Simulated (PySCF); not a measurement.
**How methods differ on the ionisation energy of Ce⁺**

Ce⁺ [Xe] 4f1 5d2 (high-spin determinant) → Ce²⁺ [Xe] 4f2 (high-spin determinant), as a difference of total energies. All numbers are calculated (PySCF 2.14, the spin-free X2C one-electron Hamiltonian (Gaussian nucleus), in cc-pVTZ-X2C (10s9p7d5f3g1h, 145 functions)). Correlated levels: valence and next inner shell: [Ar] 3d10 frozen. The calculations carry no spin-orbit coupling.

```json
{"method": "UHF", "ionisation energy (eV)": "11.127", "plus first-order spin-orbit estimate": "11.174", "difference from reference of that sum (eV)": "+0.218"}
{"method": "MP2 (valence and next inner shell)", "ionisation energy (eV)": "10.947", "plus first-order spin-orbit estimate": "10.994", "difference from reference of that sum (eV)": "+0.038"}
{"method": "SCS-MP2 (valence and next inner shell)", "ionisation energy (eV)": "10.984", "plus first-order spin-orbit estimate": "11.031", "difference from reference of that sum (eV)": "+0.075"}
{"method": "CCSD (valence and next inner shell)", "ionisation energy (eV)": "11.186", "plus first-order spin-orbit estimate": "11.233", "difference from reference of that sum (eV)": "+0.277"}
{"method": "CCSD(T) (valence and next inner shell)", "ionisation energy (eV)": "11.180", "plus first-order spin-orbit estimate": "11.227", "difference from reference of that sum (eV)": "+0.271"}
```

Reference: 10.956 ± 0.02 eV (semi-empirical (NIST evaluation); NIST Atomic Spectra Database, ionization energies).

A first-order spin-orbit estimate (lowest level to lowest level, LS coupling) adds 0.047 eV.

The ground level that NIST lists for one species does not belong to the high-spin term computed here, so part of any gap is the choice of state.

The determinant of Ce⁺ and of Ce²⁺ mixes LS terms, which raises its energy above the lowest term, most at the Hartree-Fock and MP2 levels.
